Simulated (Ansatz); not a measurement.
Reaction (formal exchange of groups at the Sn–Si bond): `O[SiH2][SiH2][SnH3]` + `BC` → `B[CH2][SnH3]` + `O[SiH2][SiH3]`

Program: Ansatz. Geometries: PBE0-D4/def2-TZVP. ΔE: electronic, gas phase. CCSD(T)/CBS is the MP2 limit (def2-TZVPP, def2-QZVPP) plus CCSD(T) − MP2 in def2-TZVPP, frozen cores. This one scheme is used for every species. Functionals use def2-TZVPP. B3LYP here is the variant with VWN-RPA as its local correlation; programs differ in this. HSE06 is defined as in plane-wave codes. Elements past krypton have def2 core potentials. For Sn outer-core shells are correlated without core-valence functions, which leaves a few kJ/mol of doubt a bond. One conformer a species, not always the lowest.

| level | ΔE (kJ/mol) | difference from CCSD(T)/CBS |
| --- | --- | --- |
| LDA (SPW92) | 27.6 | 5.0 |
| PBE-D4 | 30.7 | 8.1 |
| revPBE-D4 | 28.8 | 6.2 |
| BLYP-D4 | 26.9 | 4.3 |
| r2SCAN-D4 | 28.1 | 5.5 |
| B97M-V | 29.0 | 6.4 |
| r2SCAN0-D4 | 30.1 | 7.5 |
| HSE06-D4 | 32.1 | 9.5 |
| BHLYP-D4 | 31.3 | 8.7 |
| CAM-B3LYP-D4 | 27.1 | 4.5 |
| ωB97X-V | 27.2 | 4.6 |
| ωB97M-V | 24.5 | 1.9 |
| B2PLYP | 22.9 | 0.3 |
| PBE-QIDH | 25.9 | 3.3 |
| PBE | 28.9 | 6.3 |
| revPBE | 29.3 | 6.7 |
| BLYP | 24.6 | 2.0 |
| r2SCAN | 27.5 | 4.9 |
| PBE0 | 30.2 | 7.6 |
| B3LYP | 26.1 | 3.5 |
| r2SCANh | 28.2 | 5.6 |
| HSE06 | 30.1 | 7.5 |
| BHLYP | 26.9 | 4.3 |
| CAM-B3LYP | 24.8 | 2.2 |
| LC-ωPBE | 28.6 | 6.0 |
| RPA@PBE/def2-TZVPP | 14.0 | -8.6 |
| HF/def2-SVP | 37.1 | 14.5 |
| MP2/def2-SVP | 24.3 | 1.7 |
| CCSD/def2-SVP | 28.8 | 6.2 |
| CCSD(T)/def2-SVP | 26.9 | 4.3 |
| HF/def2-TZVPP | 28.0 | 5.4 |
| MP2/def2-TZVPP | 16.7 | -5.9 |
| CCSD/def2-TZVPP | 21.0 | -1.6 |
| CCSD(T)/def2-TZVPP | 19.2 | -3.4 |
| HF/def2-QZVPP | 27.2 | 4.6 |
| MP2/def2-QZVPP | 18.3 | -4.3 |
| SCS-MP2/def2-QZVPP | 18.0 | -4.6 |
| HF/CBS(def2) | 27.1 | 4.5 |
| MP2/CBS(def2) | 20.0 | -2.6 |
| CCSD/CBS(def2) | 24.3 | 1.7 |
| CCSD(T)/CBS | 22.6 | 0 |

Largest T1 diagnostic among the species: 0.013.

In def2-TZVPP, CCSD(T) changes the Hartree–Fock value by −8.7 kJ/mol (the triples alone add −1.8 kJ/mol) and MP2 by −11.3 kJ/mol. At CCSD(T), def2-SVP lies +4.3 kJ/mol from the extrapolated value and def2-TZVPP −3.4 kJ/mol.
